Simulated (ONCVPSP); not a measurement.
**Configuration tests for strontium (ONCV)**

ONCVPSP 4.0.1 input, shortened (lines: element, Z, core and valence counts, functional; n l f; lmax; l rc ep ncon nbas qcut; lloc lpopt rc5 dvloc0; l nproj debl; icmod fcfact rcfact), Wu-Cohen, scalar-relativistic:

```
  Sr 38.00    6    3  -118130      upf
    1    0    2.00
    2    0    2.00
    2    1    6.00
    3    0    2.00
    3    1    6.00
    3    2   10.00
    4    0    2.00
    4    1    6.00
    5    0    2.00
    2
    0    2.05    0.00    4    8    5.50
    1    2.50    0.00    4    7    4.60
    2    2.05    0.10    3    6    4.80
    2    5    2.05    0.00
    0    2    3.50
    1    2    3.70
    2    0    1.70
    3    4.00    1.75
```

In the d channel the program set the typed energies aside and used 0.050 Ha.

Energies are relative to the spin-unpolarised reference configuration 4s2 4p6 5s2; without spin polarisation the order of configurations can differ from experiment.

**Question.** Give the all-electron excitation energy and the error of the potential for: 4s2 4p6 5s1; 4s2 4p6 5s0; 4s2 4p6 5s1.5; 4s2 4p6 4d0.5 5s1.5.

**Answer.**

```csv
valence configuration,charge,ΔE all-electron (eV),error AE − PS (meV)
4s2 4p6 5s1,+1,5.884,-0.5
4s2 4p6 5s0,+2,16.723,-2.9
4s2 4p6 5s1.5,+0.5,2.346,-0.1
4s2 4p6 4d0.5 5s1.5,0,1.155,-2.1
```

Levels in the configuration 4s2 4p6 5s1.5:

```csv
level,all-electron (eV),pseudo (eV)
4s,-43.922,-43.924
4p,-25.819,-25.819
5s,-5.869,-5.869
```
